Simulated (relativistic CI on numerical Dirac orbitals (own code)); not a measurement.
# Ligand-field terms of d3

Computed with a parametric ligand-field model of a d^n configuration (Racah B and C, spin-orbit zeta, crystal field), exact diagonalisation.

Field parameters in Wybourne normalisation: Oh B⁴₀ = 21Dq, B⁴₄ = √(5/14) B⁴₀; Td as Oh with Dq negative (B⁴₀ = 21Dq, B⁴₄ = √(5/14) B⁴₀). The field is a parameter set, without covalency.

Task: Lowest levels for B = 620, C = 2810, ζ = 2950 cm⁻¹, Oh, 10Dq = 31750 cm⁻¹?

Result: Γ8 0 (S 1.47), Γ8 12491 (S 0.57), Γ8 13540 (S 0.52), Γ6 14382 (S 0.52), Γ7 22269 (S 0.58), Γ8 23086 (S 0.60), Γ7 31413 (S 1.47), Γ8 32141 (S 1.45), Γ8 32758 (S 1.46) cm⁻¹, with S from ⟨S²⟩ = S(S + 1). The ground level has 0.02 electrons in the cubic e pair.

Task: Lowest levels for B = 420, C = 1610, ζ = 3000 cm⁻¹, Td, 10Dq = -7600 cm⁻¹?

Result: Γ8 0 (S 1.19), Γ7 4414 (S 1.48), Γ8 6340 (S 1.40), Γ8 7429 (S 1.01), Γ6 8524 (S 1.34), Γ8 9628 (S 1.12), Γ7 10086 (S 1.03), Γ6 10790 (S 0.92), Γ8 12114 (S 0.77) cm⁻¹, with S from ⟨S²⟩ = S(S + 1). The ground level has 2.08 electrons in the cubic e pair; its S is far from a half-integer, so spin-orbit coupling mixes spin states.

Task: Lowest levels for B = 990, C = 3960, ζ = 750 cm⁻¹, Oh, 10Dq = 14200 cm⁻¹?

Result: Γ8 0 (S 1.50), Γ7 13951 (S 1.50), Γ8 14056 (S 1.48), Γ8 14250 (S 1.49), Γ6 14417 (S 1.49), Γ8 18853 (S 0.55), Γ8 19455 (S 0.61), Γ6 19904 (S 0.55), Γ7 21860 (S 1.48) cm⁻¹, with S from ⟨S²⟩ = S(S + 1). The ground level has 0.01 electrons in the cubic e pair.

Task: Lowest levels for B = 680, C = 2970, ζ = 440 cm⁻¹, Oh, 10Dq = 12500 cm⁻¹?

Result: Γ8 0 (S 1.50), Γ7 12341 (S 1.50), Γ8 12345 (S 1.42), Γ8 12484 (S 1.48), Γ6 12592 (S 1.48), Γ8 13928 (S 0.64), Γ8 14354 (S 0.56), Γ6 14548 (S 0.54), Γ7 18449 (S 1.45) cm⁻¹, with S from ⟨S²⟩ = S(S + 1). The ground level has 0.00 electrons in the cubic e pair.

Task: Lowest levels for B = 530, C = 2010, ζ = 620 cm⁻¹, Oh, 10Dq = 7300 cm⁻¹?

Result: Γ8 0 (S 1.50), Γ8 7121 (S 1.45), Γ7 7126 (S 1.50), Γ8 7350 (S 1.48), Γ6 7499 (S 1.48), Γ8 9742 (S 0.60), Γ8 10015 (S 0.69), Γ6 10389 (S 0.60), Γ7 11192 (S 1.46) cm⁻¹, with S from ⟨S²⟩ = S(S + 1). The ground level has 0.01 electrons in the cubic e pair.
